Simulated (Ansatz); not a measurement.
Frontier orbitals of C2H8Al2F2, SMILES `[CH3][Al@H-]1[F+][Al@H-]([CH3])[F+]1`.

```xyz
14

C     1.134   -2.103   -1.591
Al    0.055   -1.390   -0.151
F    -0.935    0.041   -0.722
Al   -0.055    1.390    0.151
C    -1.134    2.103    1.591
F     0.936   -0.041    0.722
H     0.532   -2.699   -2.283
H     1.616   -1.311   -2.172
H     1.923   -2.759   -1.210
H    -0.796   -2.194    0.905
H     0.795    2.194   -0.906
H    -0.530    2.695    2.286
H    -1.920    2.762    1.211
H    -1.619    1.311    2.170
```

Charge 0, multiplicity 1. Geometry: relaxed with PBE0-D4/def2-TZVP. Basis def2-TZVPP, the Gaussian-basis code of Ansatz.

```json
{"functional": "PBE", "HOMO (eV)": "-6.77", "LUMO (eV)": "-0.89", "gap (eV)": "5.88"}
{"functional": "revPBE", "HOMO (eV)": "-6.73", "LUMO (eV)": "-0.76", "gap (eV)": "5.97"}
{"functional": "PBE0", "HOMO (eV)": "-8.09", "LUMO (eV)": "-0.08", "gap (eV)": "8.01"}
{"functional": "ωB97X-V", "HOMO (eV)": "-10.52", "LUMO (eV)": "1.79", "gap (eV)": "12.31"}
{"functional": "ωB97M-V", "HOMO (eV)": "-10.33", "LUMO (eV)": "1.41", "gap (eV)": "11.74"}
{"functional": "HF", "HOMO (eV)": "-11.29", "LUMO (eV)": "2.63", "gap (eV)": "13.92"}
```

Against PBE, PBE0 changes HOMO and LUMO by −1.31 and +0.80 eV, ωB97M-V by −3.56 and +2.30 eV. A gap of 5.89 eV thus becomes 11.74 eV for the same molecule, so an orbital gap means little without its functional. A positive LUMO is unbound and depends on the basis.
